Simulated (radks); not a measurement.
Question: Au LXVIII, 12 electrons, occupied as [Ne] 3s2. Calculated with a radial shooting solver on a logarithmic mesh with Libxc functionals: Dirac Kohn-Sham, LB94 model potential, spin-unpolarised, spherical densities, finite nucleus; Fermi nuclear charge, rms radius 5.4371 fm. Some entries of the table are withheld. Estimate them.

orbital,occ.,eigenvalue (eV),<r> (bohr),r(max) (bohr)
1s1/2,2,(1),0.01684,(2)
2s1/2,2,-20031.86,(3),0.05995
2p1/2,2,-19540.36,0.05704,(4)
2p3/2,4,-17636.95,0.06528,(5)
3s1/2,2,-8244.652,0.1676,(6)

Answer: 
(1) 1s1/2 eigenvalue (eV): -86941.19
(2) 1s1/2 r(max) (bohr): 0.01041
(3) 2s1/2 <r> (bohr): 0.06946
(4) 2p1/2 r(max) (bohr): 0.04401
(5) 2p3/2 r(max) (bohr): 0.05130
(6) 3s1/2 r(max) (bohr): 0.1603
